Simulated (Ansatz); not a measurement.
Molecule: CH10N3Si (charge +1, singlet). It need not be the lowest isomer of its formula. 
Geometry from a B3LYP-D3(BJ)/def2-TZVP (Ansatz, a program for electronic structure) optimisation:
SMILES: C[Si](N)(N)[NH3+]
```xyz
15

Si     0.0485     0.1191    -0.1409
C      1.7954    -0.4377    -0.2988
N     -0.5718    -0.9793     1.3390
N     -0.9546    -0.3222    -1.4151
N     -0.2994     1.6594     0.4533
H      2.2813     0.1095    -1.1089
H      2.3651    -0.2401     0.6122
H      1.8727    -1.5043    -0.5211
H     -0.0484    -0.8347     2.2034
H     -0.5303    -1.9750     1.1186
H     -1.8652     0.0727    -1.5917
H     -0.6251    -0.8701    -2.1945
H      0.2425     2.1232     1.1664
H     -0.8180     2.3251    -0.0997
H     -1.5464    -0.7520     1.5407
```
Charge +1, spin multiplicity 1.

Parts of the frozen-core correlation energy in cc-pVTZ (Ansatz, hartree). Frozen orbitals: 9; correlated occupied orbitals by spin: 16 and 16; virtual: 269 and 269. Spin-orbit coupling is left out. Non-relativistic.

| term | value |
|---|---|
| reference (HF) | -495.98423 |
| MP2 opposite-spin | … |
| MP2 same-spin | … |
| CCSD correlation | -0.98972 |
| (T) | … |
| T1 diagnostic | 0.009 |
| largest doubles amplitude | 0.015 |

Task: Some entries are withheld; supply them.

Result: 
- MP2 opposite-spin, value: -0.72597
- MP2 same-spin, value: -0.21759
- (T), value: -0.03631
